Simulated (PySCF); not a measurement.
Species: Ta(NEt)(OH)3, C2H8NO3Ta (singlet state).
Bonds: Ta1–N2, Ta1–O10, Ta1–O12, Ta1–O14, N2–C3, C3–C4. Hydrogens: H5, H6 on C3; H7, H8, H9 on C4; H11 on O10; H13 on O12; H15 on O14.

Method: PySCF 2.14.0, PBE0-D3(BJ)/def2-SVP geometry optimisation, gas phase, def2 core potentials past Kr; density fitting, grid level 1; the optimiser is geomeTRIC in internal coordinates, started from a GFN2-xTB structure with every atom displaced at random (about 0.03 Å).

Step 0: E = -11373.2780 eV
```
atom  x, y, z in Å  |  force x, y, z in eV/Å
Ta1    -0.1083   -0.4490   -1.5108   -4.084   2.323   1.388
N2     -0.2809   -0.5136    0.2568    0.400  -0.108  -0.941
C3     -0.2139   -0.3561    1.6374    4.217   1.028   0.221
C4      0.6077    0.9960    2.0113   -5.204  -0.636   0.568
H5     -1.1599   -0.4170    2.0926   -1.718   0.188   1.008
H6      0.4379   -1.1552    2.0723   -0.518  -0.064  -0.065
H7      0.6590    1.0748    3.0987    0.468  -0.038   0.316
H8      1.5254    1.0593    1.5220    1.896   0.048  -1.012
H9     -0.1127    1.8232    1.7144    1.097  -0.434  -0.002
O10     1.6152    0.0098   -1.9965    2.479   0.365  -0.533
H11     1.9097    0.0994   -2.9037    0.313   0.084  -0.179
O12    -1.2486    1.0399   -2.1145   -1.315   1.064   0.495
H13    -1.9509    1.7639   -1.8957    2.275  -2.407  -0.420
O14    -0.7366   -2.0856   -2.1445   -0.452  -2.282  -0.566
H15    -0.9760   -2.9659   -1.7959    0.148   0.869  -0.277
```

Step 1: E = -11374.0263 eV
```
atom  x, y, z in Å  |  force x, y, z in eV/Å
Ta1    -0.2032   -0.3995   -1.5159    1.403  -1.270   0.111
N2     -0.2708   -0.4676    0.2598    0.115   0.170  -0.419
C3     -0.1445   -0.3266    1.6611    0.578   0.362   0.356
C4      0.5496    0.9944    2.0507   -0.818  -0.372  -0.039
H5     -1.1261   -0.3711    2.1618   -0.115  -0.120   0.008
H6      0.4767   -1.1465    2.0782   -0.220  -0.084  -0.087
H7      0.6540    1.0565    3.1453    0.263  -0.041  -0.033
H8      1.5156    1.0561    1.5372    0.144   0.169   0.099
H9     -0.0952    1.8376    1.7560    0.180   0.079  -0.162
O10     1.6640    0.0308   -2.0161   -0.970  -0.327   0.323
H11     2.0232    0.1120   -2.9060   -0.083  -0.007   0.069
O12    -1.2800    0.9866   -2.1590   -0.504   0.413  -0.498
H13    -1.9313    1.6411   -1.9292   -0.221   0.287   0.157
O14    -0.8128   -2.1077   -2.2086    0.260   0.704  -0.018
H15    -1.0521   -2.9724   -1.8712   -0.011   0.036   0.134
```

Step 2: E = -11374.1188 eV
```
atom  x, y, z in Å  |  force x, y, z in eV/Å
Ta1    -0.1931   -0.4091   -1.5180    0.020   0.411  -0.299
N2     -0.2434   -0.4615    0.2496    0.094   0.058   0.051
C3     -0.1237   -0.3228    1.6563   -0.076   0.065   0.142
C4      0.5369    0.9919    2.0540   -0.037  -0.098   0.021
H5     -1.1210   -0.3805    2.1392    0.063  -0.091  -0.054
H6      0.4739   -1.1587    2.0671   -0.059  -0.044  -0.008
H7      0.6475    1.0522    3.1487    0.115  -0.005  -0.031
H8      1.5236    1.0735    1.5700   -0.034   0.075   0.113
H9     -0.0808    1.8448    1.7402    0.005   0.064  -0.103
O10     1.6473   -0.0033   -1.9970   -0.295  -0.155   0.106
H11     2.0077    0.0749   -2.8855   -0.010   0.002   0.010
O12    -1.3150    1.0030   -2.1752    0.289  -0.499  -0.103
H13    -1.9657    1.6538   -1.9267   -0.131   0.179   0.186
O14    -0.7925   -2.0892   -2.2164    0.095   0.113  -0.129
H15    -1.0345   -2.9452   -1.8624   -0.042  -0.074   0.097
```

Q: Estimate the geometry and energy of step 3. (The exact step hangs on the optimiser's Hessian estimate; all steps are aligned on step 2, rigid shifts and turns removed.)

A: E = -11374.1349 eV, largest force 0.314 eV/Å
```
atom  x, y, z in Å  |  force x, y, z in eV/Å
Ta1    -0.1921   -0.3980   -1.5342   -0.125   0.055   0.283
N2     -0.2265   -0.4420    0.2373    0.060   0.087   0.004
C3     -0.1180   -0.3168    1.6490   -0.147  -0.028  -0.035
C4      0.5328    0.9940    2.0695    0.059   0.007   0.020
H5     -1.1230   -0.3937    2.1118    0.060  -0.005   0.002
H6      0.4649   -1.1660    2.0514    0.028  -0.007   0.027
H7      0.6414    1.0468    3.1643   -0.002   0.004   0.001
H8      1.5315    1.0945    1.6154   -0.032  -0.024   0.018
H9     -0.0710    1.8549    1.7433   -0.015  -0.013  -0.017
O10     1.6317   -0.0214   -2.0070    0.250   0.003  -0.102
H11     1.9928    0.0468   -2.8956    0.032   0.012  -0.008
O12    -1.3202    0.9897   -2.1876   -0.232   0.138  -0.136
H13    -1.9678    1.6402   -1.9075    0.102  -0.044   0.051
O14    -0.7834   -2.0783   -2.2214   -0.027  -0.194  -0.137
H15    -1.0258   -2.9267   -1.8446   -0.010   0.009   0.030
```

The energy changes by -0.0161 eV. The first-order estimate −F·Δx gives -0.0368 eV and the mean of the old and new forces, exact on a quadratic surface, -0.0157 eV. The step makes an angle of 68° with the force vector and moves no atom by more than 0.051 Å.

What follows is the cost of the whole optimisation. The run took 4.4 min wall on one thread, Arm Neoverse N1 (aarch64), on a shared host, and the process peaked at 0.62 GiB of memory.
